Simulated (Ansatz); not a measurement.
Start from `[F][Sn]([F])([SiH3])[Cl]` and change one atom or group to get `[CH3][Sn]([F])([F])[SiH3]`.

Ansatz, PBE0-D4/def2-TZVP geometries, multiplicity 1. 

Elements past krypton have def2 core potentials.

```csv
property,`[F][Sn]([F])([SiH3])[Cl]`
LUMO energy (B3LYP/def2-TZVPP) / eV,-2.31
LUMO energy (PBE0/def2-TZVPP) / eV,-2.02
HOMO–LUMO gap (PBE/def2-TZVPP) / eV,4.93
size of the dipole moment (ωB97M-V/def2-TZVPP) / D,5.00
HOMO–LUMO gap (PBE0/def2-TZVPP) / eV,7.14
HOMO–LUMO gap (B3LYP/def2-TZVPP) / eV,6.60
```

What does the change do to each property? (Estimate.)

The calculation gave: 
```tsv
property	`[CH3][Sn]([F])([F])[SiH3]`	shift
LUMO energy (B3LYP/def2-TZVPP) / eV	-1.14	1.17
LUMO energy (PBE0/def2-TZVPP) / eV	-0.84	1.18
HOMO–LUMO gap (PBE/def2-TZVPP) / eV	5.38	0.45
size of the dipole moment (ωB97M-V/def2-TZVPP) / D	4.25	-0.75
HOMO–LUMO gap (PBE0/def2-TZVPP) / eV	7.49	0.35
HOMO–LUMO gap (B3LYP/def2-TZVPP) / eV	6.97	0.37
```

With PBE0 the HOMO rises by 0.83 eV and the LUMO rises by 1.18 eV, so the gap widens by about 0.35 eV. PBE moves the HOMO by 0.74 eV and ωB97M-V by 0.87 eV. Dipoles are sizes alone; their direction can turn.

B3LYP here is the variant with VWN-RPA as its local correlation; programs differ in this.
